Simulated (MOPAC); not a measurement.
Input for MOPAC: PM3 on H3InO (SMILES [OH][InH2]), a point of a torsion scan.

```
PM3 1SCF PRECISE CHARGE=0 THREADS=1
H3InO

O      1.29729772 1    -0.34208539 1    -0.21272689 1
In    -0.55880352 1     0.18393139 1    -0.09884530 1
H      2.02971442 1     0.07458709 1     0.23466925 1
H     -1.13807545 1     1.32312347 1    -1.21915709 1
H     -1.54776675 1    -0.66852820 1     0.98700443 1
```

Program output:

```
*******************************************************************************
 **                                                                           **
 **                              MOPAC v23.2.5                                **
 **                                                                           **
 *******************************************************************************
 ** MOPAC's Digital Object Identifier: https://doi.org/10.5281/zenodo.6511958 **
 **                                                                           **
 ** Please cite the open-source release paper for use of this MOPAC version:  **
 ** J. E. Moussa and J. J. P. Stewart (2026)                                  **
 ** MOPAC: An open-source semiempirical molecular orbital program             **
 ** J. Open Source Softw., 11(119), 8025, https://doi.org/10.21105/joss.08025 **
 *******************************************************************************

                              PM3 CALCULATION RESULTS

 *******************************************************************************
 *  PM3        - The PM3 Hamiltonian to be used
 *
 *
 *
 *                 CHARGE ON SYSTEM = 0
 *
 *
 *
 *  PRECISE    - TIGHTER CRITERIA TO BE USED
 *  1SCF       - DO 1 SCF AND THEN STOP
 *  THREADS=1  - MULTI-THREADING NOT USED
 *  T=         - A TIME OF 172800.0 SECONDS REQUESTED
 *  DUMP=N     - RESTART FILE WRITTEN EVERY 7200.0 SECONDS REQUESTED
 *******************************************************************************
PM3 1SCF PRECISE CHARGE=0 THREADS=1
 H3InO

   ATOM   CHEMICAL          X               Y               Z
  NUMBER   SYMBOL      (ANGSTROMS)     (ANGSTROMS)     (ANGSTROMS)

     1       O          1.29729772  *  -0.34208539  *  -0.21272689  *
     2      In         -0.55880352  *   0.18393139  *  -0.09884530  *
     3       H          2.02971442  *   0.07458709  *   0.23466925  *
     4       H         -1.13807545  *   1.32312347  *  -1.21915709  *
     5       H         -1.54776675  *  -0.66852820  *   0.98700443  *



          CARTESIAN COORDINATES

    NO.       ATOM           X           Y           Z

     1         O          1.2973     -0.3421     -0.2127
     2        In         -0.5588      0.1839     -0.0988
     3         H          2.0297      0.0746      0.2347
     4         H         -1.1381      1.3231     -1.2192
     5         H         -1.5478     -0.6685      0.9870

  H: (PM3): J. J. P. STEWART, J. COMP. CHEM. 10, 209 (1989).
  O: (PM3): J. J. P. STEWART, J. COMP. CHEM. 10, 209 (1989).
 In: (PM3): J. J. P. STEWART, J. COMP. CHEM. 12, 320-341 (1991).

           Empirical Formula: H3 O In  =     5 atoms



      MOLECULAR POINT GROUP   :   Cs


      RHF CALCULATION, NO. OF DOUBLY OCCUPIED LEVELS = 6


 -------------------------------------------------------------------------------
 PM3 1SCF PRECISE CHARGE=0 THREADS=1
 H3InO



     1SCF WAS SPECIFIED, SO BFGS WAS NOT USED
     SCF FIELD WAS ACHIEVED


                              PM3 CALCULATION
                                                       MOPAC v23.2.5 Linux




          FINAL HEAT OF FORMATION =          3.02933 KCAL/MOL =      12.67472 KJ/MOL


          COSMO AREA              =         83.79 SQUARE ANGSTROMS
          COSMO VOLUME            =         65.62 CUBIC ANGSTROMS

          IONIZATION POTENTIAL    =         10.984426 EV
          HOMO LUMO ENERGIES (EV) =        -10.984 -2.809
          NO. OF FILLED LEVELS    =          6
          MOLECULAR WEIGHT        =        133.8431         POINT GROUP:  Cs

          MOLECULAR DIMENSIONS (Angstroms)

            Atom       Atom       Distance
            H     5    H     3     3.73050
            H     3    H     4     2.73451
            O     1    H     3     0.59880


          SCF CALCULATIONS        =          1





   ATOM   CHEMICAL          X               Y               Z
  NUMBER   SYMBOL      (ANGSTROMS)     (ANGSTROMS)     (ANGSTROMS)

     1       O          1.29729772  *  -0.34208539  *  -0.21272689  *
     2      In         -0.55880352  *   0.18393139  *  -0.09884530  *
     3       H          2.02971442  *   0.07458709  *   0.23466925  *
     4       H         -1.13807545  *   1.32312347  *  -1.21915709  *
     5       H         -1.54776675  *  -0.66852820  *   0.98700443  *

                             CARTESIAN COORDINATES

   1    O        1.297297720    -0.342085390    -0.212726890
   2   In       -0.558803520     0.183931390    -0.098845300
   3    H        2.029714420     0.074587090     0.234669250
   4    H       -1.138075450     1.323123470    -1.219157090
   5    H       -1.547766750    -0.668528200     0.987004430


           Empirical Formula: H3 O In  =     5 atoms



      MOLECULAR POINT GROUP   :   Cs


                  EIGENVALUES
 -35.64346 -17.29405 -15.06197 -13.38702 -12.01359 -10.98443  -2.80916  -0.29201
   0.76951   1.84408   5.11539


              NET ATOMIC CHARGES AND DIPOLE CONTRIBUTIONS

  ATOM NO.   TYPE          CHARGE      No. of ELECS.   s-Pop       p-Pop
    1          O          -0.474935        6.4749     1.73640     4.73853
    2         In           0.183784        2.8162     1.14211     1.67410
    3          H           0.232350        0.7676     0.76765
    4          H           0.028612        0.9714     0.97139
    5          H           0.030189        0.9698     0.96981
 DIPOLE           X         Y         Z       TOTAL
 POINT-CHG.    -1.568     1.111     0.635     2.024
 HYBRID         1.503    -0.087     0.150     1.513
 SUM           -0.065     1.024     0.786     1.292


          ATOMIC ORBITAL ELECTRON POPULATIONS

     Atom    s        px        py        pz
    1  O   1.73640   1.29114   1.69364   1.75375
    2 In   1.14211   0.61879   0.48712   0.56819
    3  H   0.76765
    4  H   0.97139
    5  H   0.96981

 **********************
 *                    *
 * JOB ENDED NORMALLY *
 *                    *
 **********************




 == MOPAC DONE ==
```

The run finished.

Cost: about 0.020 core-seconds (a rough figure).
